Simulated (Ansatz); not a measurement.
Species: C5H5S, net charge 0, doublet state. It need not be the lowest isomer of its formula. SMILES: [CH2]c1cccs1
Coordinates optimised at B3LYP-D3(BJ)/def2-TZVP (Ansatz, a quantum-chemistry and plane-wave program):
```
C
C 1 1.3750
H 2 1.0798 1 122.03
H 2 1.0809 3 118.02 1 180.00
C 1 1.4119 2 128.55 3 180.00
H 5 1.0804 1 121.83 2 0.00
C 5 1.3978 6 124.55 1 -180.00
C 7 1.3772 5 113.31 6 180.00
H 8 1.0774 7 127.73 5 -180.00
H 7 1.0807 8 122.79 9 0.00
S 8 1.7224 9 120.30 7 -180.00
```
Charge 0, spin multiplicity 2.

Property: atomisation energy (electronic, to ground-state atoms), in eV. Valence correlation only, unless marked. Open shells are spin-unrestricted. Spin-orbit coupling is left out. Non-relativistic. The coupled-cluster limit lacks core correlation, which all-electron functionals hold. CBS marks a two-point X^-3 extrapolation of the correlation energy; Hartree-Fock from the larger set. The bracket is a focal-point correction in the basis named.

| level | program | atomisation energy (eV) | minus last row |
|---|---|---|---|
| HF/cc-pV(Q+d)Z | Ansatz | 37.22 | -13.14 |
| BLYP-D4/def2-TZVPD | Ansatz + dftd4 | 50.80 | 0.44 |
| PBE0/STO-3G | Ansatz | 59.51 | 9.15 |
| CAM-B3LYP-D4/def2-TZVPD | Ansatz + dftd4 | 50.68 | 0.32 |
| wB97M-V/def2-TZVPD | Ansatz | 50.70 | 0.34 |
| MP2/6-31G | Ansatz | 42.72 | -7.64 |
| CCSD/6-31G | Ansatz | 42.57 | -7.79 |
| CCSD/6-31G* | Ansatz | 45.72 | -4.64 |
| CCSD(T)/6-31G* | Ansatz | 46.47 | -3.89 |
| RI-MP2/CBS(cc-pV(T+d)Z,cc-pV(Q+d)Z)+[CCSD(T)-MP2]/cc-pV(T+d)Z | Ansatz | 50.36 | 0.00 |

The UHF reference is spin-contaminated (<S^2> 0.37 over the pure value in the largest basis).
